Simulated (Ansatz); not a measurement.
Reactions of C4H8O (`CC1(O)CC1`).

Isolated molecules relaxed with PBE0-D4/def2-TZVP in Ansatz; ΔE leaves out vibrations. CCSD(T)/CBS adds triple-zeta CCSD(T) − MP2 to the extrapolated MP2 energy (def2 sets, frozen cores). This one scheme is used for every species. DFT in def2-TZVPP. Elements past krypton have def2 core potentials. For I, Sn outer-core shells are correlated without core-valence functions, which leaves a few kJ/mol of doubt a bond. Each species was taken in one conformer, which may not be the lowest.

```csv
reaction,PBE0-D4 (eV),ωB97X-V (eV),CCSD(T)/CBS(def2) (eV)
`CC1(O)CC1` + `[OH][Sn][SH]` → `C[S][Sn][OH]` + `OC1CC1`,0.32,0.35,0.35
`CC1(O)CC1` → `OC1CCC1`,-0.04,-0.04,-0.07
`CC1(O)CC1` + H₂ → `OC1CC1` + CH₄,-0.55,-0.54,-0.51
`CC1(O)CC1` + H₂ → `CC1CC1` + H₂O,-0.92,-0.87,-0.97
`CC1(O)CC1` → `C=C(C)CO`,-0.07,-0.07,-0.23
`CC1(O)CC1` + HI → `CC1(I)CC1` + H₂O,-0.27,-0.20,-0.42
```

Largest T1 diagnostic: 0.017, for `[OH][Sn][SH]`.
